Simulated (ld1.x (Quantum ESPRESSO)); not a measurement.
## An all-electron radial function and its pseudo partner (Re)

Columns: radius, all-electron u(r) and pseudo u(r) of the 5d shell (level -5.78 eV) of rhenium in the configuration [Kr] 4d10 4f14 5s2 5p6 5d5 6s1.75 6p0.25; PBE, scalar-relativistic, TM scheme, ld1.x (Quantum ESPRESSO) 7.5.

| r (bohr) | all-electron | pseudo |
| --- | --- | --- |
| 0.105 | 0.2301 | 0.0018 |
| 0.210 | -0.0095 | 0.0138 |
| 0.315 | -0.3012 | 0.0444 |
| 0.420 | -0.3338 | 0.0981 |
| 0.525 | -0.1853 | 0.1750 |
| 0.630 | 0.0283 | 0.2705 |
| 0.735 | 0.2392 | 0.3764 |
| 0.840 | 0.4181 | 0.4828 |
| 0.945 | 0.5566 | 0.5799 |
| 1.050 | 0.6560 | 0.6602 |
| 1.155 | 0.7215 | 0.7196 |
| 1.260 | 0.7594 | 0.7573 |
| 1.365 | 0.7758 | 0.7749 |
| 1.470 | 0.7762 | 0.7762 |
| 1.575 | 0.7647 | 0.7651 |
| 1.680 | 0.7450 | 0.7453 |
| 1.785 | 0.7196 | 0.7197 |
| 1.890 | 0.6906 | 0.6906 |
| 1.995 | 0.6595 | 0.6595 |
| 2.100 | 0.6272 | 0.6272 |
| 2.205 | 0.5948 | 0.5948 |
| 2.310 | 0.5625 | 0.5625 |
| 2.415 | 0.5310 | 0.5310 |
| 2.520 | 0.5004 | 0.5004 |
| 2.625 | 0.4709 | 0.4709 |
| 2.730 | 0.4426 | 0.4426 |

Task: How many radial nodes do the two functions have?

Result: The all-electron 5d function has n − l − 1 = 2; the pseudo-wave has 0, since the states of the same l below it are removed with the core.

Task: Is the pseudo-wave norm-conserving?

Result: Yes: the TM scheme keeps the norm inside the radius equal to the all-electron one, which fixes the energy derivative of the logarithmic derivative at the level.
